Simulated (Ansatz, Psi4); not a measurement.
Here is a job for Psi4.
```
memory 2 GB

molecule {
0 1
C    -0.00000000   -0.00000000   -0.59686216
C     0.00000000    0.00000000    0.59686216
H     0.00000000    0.00000000    1.64657465
H    -0.00000000   -0.00000000   -1.64657465
}

set {
  basis def2-svp
  scf_type pk
  puream true
  d_convergence 1e-8
  dft_radial_points 99
  dft_spherical_points 590
}

energy('pbe0')
print_variables()
```

**Question.** Write the same job for Ansatz (a first-principles code).

**Answer.** Several could match; the one computed here: 
Ansatz 0.2 input:
```yaml
crystal:
  periodic: [false, false, false]
  atoms:
    - {symbol: C, position_ang: [-0.00000000, -0.00000000, -0.59686216]}
    - {symbol: C, position_ang: [0.00000000, 0.00000000, 0.59686216]}
    - {symbol: H, position_ang: [0.00000000, 0.00000000, 1.64657465]}
    - {symbol: H, position_ang: [-0.00000000, -0.00000000, -1.64657465]}
basis:
  gaussian:
    orbitals: def2-SVP
hamiltonian:
  xc: pbe0
accuracy: high
```

Both were run: Psi4 gave -77.167078 Eh and Ansatz -77.167078 Eh, 0.000 mEh apart.
